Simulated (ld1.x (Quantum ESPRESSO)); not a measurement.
Varying the RRKJ potential for oxygen (O)

Base potential:

```
Element                 : oxygen
Generator               : ld1.x (Quantum ESPRESSO) 7.5
Type                    : norm-conserving RRKJ (Kleinman–Bylander form)
Functional              : PBEsol
Relativity              : scalar-relativistic
Frozen core             : [He]
Valence charge          : 6
Reference configuration : 2s2 2p3 (charge +1)
Partial waves           : 2p (bound): rc 1.95 bohr; 2s (bound): rc 0.85 bohr
Local potential         : the s channel
Core correction         : Bessel-smoothed model core inside 0.70 bohr
rho0                    : 0.02
```

Cutoffs, loose and tight: the cutoffs (Ry, on a coarse ladder) from which the occupation-weighted sum of valence levels, in a spherical-Bessel basis at the reference potential, stays within 10 and 1 mRy of its value at 400 Ry. They do not see the model core or the augmentation charge, which bear on the density cutoff. Test errors are all-electron minus pseudo excitation energies from the reference, over the configurations 2s2 2p4; 2s2 2p2; 2s2 2p1; 2s2 2p0; 2s1 2p4; 2s1 2p5; 2s2 2p4.3. A dash means not determined; rows that change the core or the reference have their own tests.

| change | outcome | cutoff, loose | cutoff, tight | bound ghosts | largest test error (meV) |
| --- | --- | --- | --- | --- | --- |
| base | generated | 80 Ry | 180 Ry | none | +5848 |
| all radii but the core radius scaled by about 0.85 (s 0.72, p 1.66 bohr) | generated | 80 Ry | 200 Ry | none | +3099 |
| all radii but the core radius scaled by about 0.89 (s 0.76, p 1.74 bohr) | generated | 80 Ry | 200 Ry | none | +3741 |
| all radii but the core radius scaled by about 1.06 (s 0.90, p 2.08 bohr) | generated | 70 Ry | 180 Ry | none | +6909 |
| all radii but the core radius scaled by about 1.14 (s 0.96, p 2.22 bohr) | generated | 70 Ry | 160 Ry | none | +8748 |
| all radii but the core radius scaled by about 1.24 (s 1.06, p 2.42 bohr) | generated | 55 Ry | 140 Ry | none | +11672 |
| all radii but the core radius scaled by about 1.30 (s 1.10, p 2.54 bohr) | generated | 50 Ry | 120 Ry | none | +12487 |

What comes out with this change to the base: all radii but the core radius scaled by about 1.41 (s 1.20, p 2.74 bohr)?

outcome: generated; cutoff, loose: 45 Ry; cutoff, tight: 100 Ry; bound ghosts: none; largest test error (meV): +15121.

What comes out with this change to the base: all radii but the core radius scaled by about 0.77 (s 0.66, p 1.50 bohr)?

outcome: generated; cutoff, loose: 140 Ry; cutoff, tight: 230 Ry; bound ghosts: none; largest test error (meV): +2104.

Reading the sweep of the scale of all radii but the core radius (base = 1) (base included, trends over the rows without a ghost): The loose cutoff falls from 140 Ry at 0.77 to 45 Ry at 1.41. A larger radius leaves more room for a smooth pseudo-wave, so fewer plane waves are needed; a smaller one forces it to follow the all-electron wave where it bends sharply. The median size of the test errors (rows with all tests solved) rises from 87.9 meV at 0.77 to 879.2 meV at 1.41. More of the atom is replaced by a form fitted at one configuration, so other configurations suffer as the radius grows.
